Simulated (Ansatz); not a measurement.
Basis-set extrapolation for `C[SiH2][SiH](F)[SiH3]` (PBE0-D4/def2-TZVP geometry, frozen core, the Gaussian-basis code of Ansatz). Multiplicity 1, RHF reference.

|  | def2-TZVPP | def2-QZVPP |
| --- | --- | --- |
| HF | -1009.502640 | -1009.536458 |
| MP2 correlation | -0.802446 | -0.866342 |
| CCSD(T) correlation | -0.903906 | not run |

Energies in hartree. Use E(X) = E(∞) + A·exp(−7.88·√X) for Hartree–Fock and E(X) = E(∞) + B·X^(−2.97) for correlation, with X = 3 and 4, and add CCSD(T) minus MP2 of the smaller set to the MP2 limit.

Q: What is the CCSD(T) energy at the basis-set limit?

A: HF limit: -1009.536458 + (-0.033818) × 0.13774 = -1009.54112. MP2 limit: -0.866342 + (-0.063896) × 0.74074 = -0.91367. Higher-order term: -0.903906 − (-0.802446) = -0.10146. Total: -1010.55625 hartree, 93.9 kcal/mol below CCSD(T)/def2-TZVPP.
